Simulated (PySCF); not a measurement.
# Ionisation energy along the 11-electron series

Calculated with PySCF 2.14 and a two-component X2C-1e Hamiltonian (Gaussian nucleus, no Breit or QED terms), each ion in its own even-tempered basis scaled to its charge; GMP2 freezes 1s2 and drops the highest virtual spinors. Values in eV. NIST values: (m) measured, (s) semi-empirical, (t) theoretical.

| ion | configuration | GHF (spin-free) | GMP2 (spin-free) | GHF (screened spin-orbit) | GMP2 (screened spin-orbit) | NIST |
| --- | --- | --- | --- | --- | --- | --- |
| Tb⁵⁴⁺ | [Ne] 3s1 | 5219.7 | 5220.5 | 5219.4 | 5220.2 | 5217 ± 5 (t) |
| Ho⁵⁶⁺ | [Ne] 3s1 | 5615.1 | 5615.9 | 5614.7 | 5615.5 | 5611 ± 5 (t) |

**Question.** Fill in the row of Dy⁵⁵⁺.

**Answer.** configuration: [Ne] 3s1; GHF (spin-free): 5415.4; GMP2 (spin-free): 5416.1; GHF (screened spin-orbit): 5415.0; GMP2 (screened spin-orbit): 5415.8; NIST: 5412 ± 5 (t).
